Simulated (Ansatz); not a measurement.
The cluster Zr₄O₁₀H₄. The state is a triplet with charge 0. Geometry PBE-D4/def2-SVP, that of the neutral singlet; atoms count from 1.

```xyz
18

Zr    0.1256    1.5778   -0.4565
Zr    1.4518   -1.0168   -2.2265
Zr   -1.1995    0.3727    2.3485
Zr   -0.8906   -1.5073    0.0034
O    -1.2439    0.2549    4.2844
O     0.0001   -2.5616   -1.7341
O    -1.5164    1.9434    0.9494
O     0.2499   -0.4743    1.2837
O     1.5442    1.1144   -2.0831
O     1.9472    0.5087   -0.7645
O    -0.1810    2.2022    1.6024
O    -2.2611   -1.0084    1.3773
O     0.9745   -2.3653   -0.6072
O    -0.9043    0.0394   -1.1724
H    -1.2977    0.1769    5.2467
H     3.0020   -1.7099   -3.0106
H    -0.1293    3.1814   -1.3675
H     0.3285   -0.7281   -3.6733
```

In the def2 sets Zr takes a core potential; there is no spin–orbit coupling. The structure holds 3 bonds between oxygen atoms, so isomers without such links may lie far lower. At PBE0-D4/def2-SVP a singlet of charge 0 lies 3.78 eV below the triplet at the same geometry. The structure comes from a short search, and lower isomers may exist.

Question: Estimate the Mulliken populations from the PBE0/def2-SVP orbitals of Ansatz.

Answer: 
```json
{"atom": "Zr1", "charge (e)": "1.23", "spin (α − β)": "0.01", "d electrons": "1.82"}
{"atom": "Zr2", "charge (e)": "0.87", "spin (α − β)": "1.16", "d electrons": "2.22"}
{"atom": "Zr3", "charge (e)": "1.28", "spin (α − β)": "0.00", "d electrons": "1.93"}
{"atom": "Zr4", "charge (e)": "1.29", "spin (α − β)": "0.02", "d electrons": "1.92"}
{"atom": "O5", "charge (e)": "-0.45", "spin (α − β)": "0.00", "d electrons": "–"}
{"atom": "O6", "charge (e)": "-0.41", "spin (α − β)": "-0.01", "d electrons": "–"}
{"atom": "O7", "charge (e)": "-0.40", "spin (α − β)": "0.00", "d electrons": "–"}
{"atom": "O8", "charge (e)": "-0.60", "spin (α − β)": "0.00", "d electrons": "–"}
{"atom": "O9", "charge (e)": "-0.38", "spin (α − β)": "0.00", "d electrons": "–"}
{"atom": "O10", "charge (e)": "-0.39", "spin (α − β)": "0.02", "d electrons": "–"}
{"atom": "O11", "charge (e)": "-0.40", "spin (α − β)": "0.00", "d electrons": "–"}
{"atom": "O12", "charge (e)": "-0.61", "spin (α − β)": "0.00", "d electrons": "–"}
{"atom": "O13", "charge (e)": "-0.38", "spin (α − β)": "0.02", "d electrons": "–"}
{"atom": "O14", "charge (e)": "-0.60", "spin (α − β)": "0.00", "d electrons": "–"}
{"atom": "H15", "charge (e)": "0.21", "spin (α − β)": "0.00", "d electrons": "–"}
{"atom": "H16", "charge (e)": "-0.09", "spin (α − β)": "0.18", "d electrons": "–"}
{"atom": "H17", "charge (e)": "-0.18", "spin (α − β)": "0.00", "d electrons": "–"}
{"atom": "H18", "charge (e)": "0.01", "spin (α − β)": "0.61", "d electrons": "–"}
```
Mulliken values depend strongly on the basis.

Question: Where does the spin sit?

Answer: Summed by element: Zr 1.18, O 0.02, H 0.80, of 2 unpaired in all. Largest on single atoms: Zr2 1.16, H18 0.61, H16 0.18.

Question: And the Mayer bond orders between heavy atoms (over 0.3)?

Answer: Zr1–O7 0.46 (2.19 Å); Zr1–O9 0.47 (2.21 Å); Zr1–O10 0.60 (2.13 Å); Zr1–O11 0.53 (2.17 Å); Zr1–O14 0.92 (1.98 Å); Zr2–O6 0.49 (2.18 Å); Zr2–O9 0.55 (2.14 Å); Zr2–O10 0.44 (2.17 Å); Zr2–O13 0.47 (2.16 Å); Zr3–O5 1.24 (1.94 Å); Zr3–O7 0.56 (2.13 Å); Zr3–O8 0.96 (1.99 Å); Zr3–O11 0.44 (2.22 Å); Zr3–O12 1.04 (1.99 Å); Zr4–O6 0.52 (2.22 Å); Zr4–O8 0.95 (2.00 Å); Zr4–O12 1.07 (2.00 Å); Zr4–O13 0.56 (2.14 Å); Zr4–O14 1.06 (1.94 Å); O6–O13 0.88 (1.50 Å); O7–O11 0.88 (1.51 Å); O9–O10 0.88 (1.51 Å).
